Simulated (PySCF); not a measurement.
## Finite-field polarisability of Cs- (caesium, charge -1)

[Xe] 6s2, closed-shell 1S. Computed with PySCF 2.14 in aug-cc-pVQZ-X2C (10s9p7d4f2g, 118 functions), with scalar relativity by spin-free X2C-1e. Frozen: [Xe]. Energy changes in a uniform field (μhartree):

```tsv
axis	F (au)	HF	MP2	CCSD	CCSD(T)
x	0.00025	-101.139	-85.687	-79.949	-79.949
x	0.0005	-410.027	-350.348	-324.665	-324.665
```

Q: Derive α along x at CCSD(T) from the two fields.

A: With ΔE = −αF²/2 − γF⁴/24, α = −(16 ΔE(F) − ΔE(2F))/(6F²) = 2545 bohr³.

Q: And the mean polarisability at each level?

A: HF 3222, MP2 2722, CCSD 2545, CCSD(T) 2545 bohr³.

The polarisability of an anion needs two sets of diffuse s and p functions; this basis lacks them, so these values show the method and not the converged property.
